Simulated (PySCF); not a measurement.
A calculated (M06-2X, PySCF 2.14, dyall-av2z, the non-relativistic Hamiltonian (point nucleus)) atom or ion has these occupied shells.

```
shell  electrons  orbital energy (eV)  rms radius, mean of both spins (bohr)
 1s α          1              -1549.7                                  0.140
 1s β          1              -1549.7                                  0.140
 2s β          1              -121.70                                  0.685
 2s α          1              -121.47                                  0.685
 2p α          3              -80.961                                  0.677
 2p β          3              -80.802                                  0.677
 3s β          1              -10.380                                   2.68
 3p α          2               -4.670                                   3.62
```

(1) Name the element and its charge.

## Answers

(1) Al (aluminium, neutral), in [Ne] 3s1 3p2, 3s spin antiparallel (an excited configuration).
